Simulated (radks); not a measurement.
Values are calculated unless marked as measured or tabulated.
The mean radii <r> (bohr) of the occupied orbitals of an atom or ion are listed with their occupations. Level of theory: scalar-relativistic Kohn-Sham, PBEsol, spin-polarised, spherical densities, finite nucleus; Fermi nuclear charge, rms radius of each element as measured or else 0.836 A^(1/3) + 0.57 fm (a radial shooting solver on a logarithmic mesh with Libxc functionals).

| orbital | occ. | <r> |
|---|---|---|
| 1s up | 1 | 0.03187 |
| 1s down | 1 | 0.03187 |
| 2s up | 1 | 0.1384 |
| 2s down | 1 | 0.1384 |
| 2p up | 3 | 0.1207 |
| 2p down | 3 | 0.1207 |
| 3s up | 1 | 0.3796 |
| 3s down | 1 | 0.3795 |
| 3p up | 3 | 0.3789 |
| 3p down | 3 | 0.3788 |
| 3d up | 5 | 0.3577 |
| 3d down | 5 | 0.3576 |
| 4s up | 1 | 0.9386 |
| 4s down | 1 | 0.9369 |
| 4p up | 3 | 1.024 |
| 4p down | 3 | 1.023 |
| 4d up | 5 | 1.300 |
| 4d down | 2 | 1.311 |

Name the element and its charge. Open shells, if any, are filled with parallel spins first.

Answer. Z = 46, palladium, charge +3: Pd3+ in [Kr] 4d7. The 1s radius gives Z: for a bare nucleus <r> = (2 gamma + 1)/(2Z) with gamma = sqrt(1 - (Z/c)^2), 0.03135 bohr for Z = 46, and screening makes it slightly larger (0.03187 here). The occupations add up to 43, and the charge is Z minus that.
